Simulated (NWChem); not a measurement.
System meant: CH₄BI; SMILES CBI

Input file for NWChem:

```
start job
memory heap 200 mb stack 900 mb global 1100 mb
geometry units angstroms noautoz
  B     -0.636097     1.390476     0.004856
  H     -1.833101     1.533598    -0.014490
  I      0.010266    -0.638248    -0.000815
  C      0.357276     2.582225     0.008210
  H      0.056402     3.315124     0.777136
  H      0.235535     3.113333    -0.955289
  H      1.416562     2.324254     0.135014
end
basis spherical
  B library def2-svp
  H library def2-svp
  I library def2-svp
  C library def2-svp
end
ecp
  I library def2-ecp
end
dft
  odft
  mult 2
  xc xpbe96 cpbe96
  iterations 150
  mulliken
end
task dft energy
```

End of the output:

```
 ==============================================================================
                                 internuclear angles
 ------------------------------------------------------------------------------
        center 1       |       center 2       |       center 3       |  degrees
 ------------------------------------------------------------------------------
    2 H                |   1 B                |   3 I                |   114.48
    2 H                |   1 B                |   4 C                |   122.99
    3 I                |   1 B                |   4 C                |   122.52
    1 B                |   4 C                |   5 H                |   109.69
    1 B                |   4 C                |   6 H                |   107.23
    1 B                |   4 C                |   7 H                |   115.95
    5 H                |   4 C                |   6 H                |   104.94
    5 H                |   4 C                |   7 H                |   109.79
    6 H                |   4 C                |   7 H                |   108.63
 ------------------------------------------------------------------------------
                            number of included internuclear angles:          9
 ==============================================================================

 Summary of "ao basis" -> "" (spherical)
 ------------------------------------------------------------------------------
       Tag                 Description            Shells   Functions and Types
 ---------------- ------------------------------  ------  ---------------------
 B                          def2-svp                 6       14   3s2p1d
 H                          def2-svp                 3        5   2s1p
 I                          def2-svp                10       26   4s4p2d
 C                          def2-svp                 6       14   3s2p1d

 Summary of "ao basis" -> "ao basis" (spherical)
 ------------------------------------------------------------------------------
       Tag                 Description            Shells   Functions and Types
 ---------------- ------------------------------  ------  ---------------------
 B                          def2-svp                 6       14   3s2p1d
 H                          def2-svp                 3        5   2s1p
 I                          def2-svp                10       26   4s4p2d
 C                          def2-svp                 6       14   3s2p1d

  number of electrons :                   40
  multiplicity        :                    2
 ------------------------------------------------------------------------
  no. of electrons and multiplicity not compatible                  40
 ------------------------------------------------------------------------
 ------------------------------------------------------------------------
  current input line :
    28: task dft energy
 ------------------------------------------------------------------------
 ------------------------------------------------------------------------
 There is an error in the input file
 ------------------------------------------------------------------------
 For more information see the NWChem manual at https://nwchemgit.github.io

0: no. of electrons and multiplicity not compatible:Received an Error in Communication
```

Q: Find the fault in this run and fix the input.

A: The input was rejected before any calculation. Cause: the multiplicity doesn't fit the number of electrons (an even count wants an odd multiplicity, and the reverse). This input runs:
```
start job
memory heap 200 mb stack 900 mb global 1100 mb
geometry units angstroms noautoz
  B     -0.636097     1.390476     0.004856
  H     -1.833101     1.533598    -0.014490
  I      0.010266    -0.638248    -0.000815
  C      0.357276     2.582225     0.008210
  H      0.056402     3.315124     0.777136
  H      0.235535     3.113333    -0.955289
  H      1.416562     2.324254     0.135014
end
basis spherical
  * library def2-svp
end
ecp
  I library def2-ecp
end
dft
  xc xpbe96 cpbe96
  iterations 150
  mulliken
end
task dft energy
```
It converges to -362.91532 Ha (PBE/def2-SVP with def2 effective core potentials on I).
